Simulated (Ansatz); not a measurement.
Ideal-gas functions of H$_{5}$Si$_{2}$Te (`[SiH2][Te][SiH3]`) radical at 600 K and 1 bar, from an Ansatz frequency run at PBE0-D4/def2-TZVP.

Molar mass 188.81 g/mol, point group C1 (symmetry number 1), electronic degeneracy 2, moments of inertia 135.045, 209.863, 336.804 u Å². Harmonic wavenumbers (cm⁻¹, unscaled): 30, 87, 112, 338, 345, 526, 552, 582, 610, 873, 898, 928, 944, 2168, 2208, 2228, 2242, 2247.

Use S(trans) = R[1.5 ln M + 2.5 ln T − 1.1517]; rotational temperatures θ = 24.2544 K / I; S(rot) = R[ln(√π/σ · √(T³/θAθBθC)) + 1.5]; for each mode x = 1.438777 ν̃/T, S = R[x/(eˣ − 1) − ln(1 − e⁻ˣ)] and H = RT x/(eˣ − 1); 1 cm⁻¹ = 0.0119627 kJ/mol; R = 8.31446 J/(mol·K).

Question: By hand: the entropy, in J/(mol·K).

Answer: Translation 188.8. Rotation: θ = 0.1796, 0.1156, 0.072 K, giving 124.1. Vibration, mode by mode: 30.20, 21.36, 19.27, 10.29, 10.12, 6.91, 6.56, 6.19, 5.86, 3.54, 3.38, 3.19, 3.10, 0.29, 0.26, 0.25, 0.25, 0.24, in all 131.3. Electronic 5.8. Sum 450.0 J/(mol·K).

Question: By hand: H − E and G − E in kJ/mol, counted from the electronic energy.

Answer: Zero-point energy ½ × 17918 × 0.0119627 = 107.2; thermal vibration 35.7; translation, rotation and pV give 4 RT = 20.0. H − E = 162.9 kJ/mol, and G − E = 162.9 − 600 × 450.0/1000 = -107.1 kJ/mol.

Vibration gives 29 % of the entropy, 70.8 J/(mol·K) of it from the modes under 150 cm⁻¹: soft modes count most, and the harmonic formula is weakest for them. The sum counts one conformer and one mirror image; others add a mixing term.
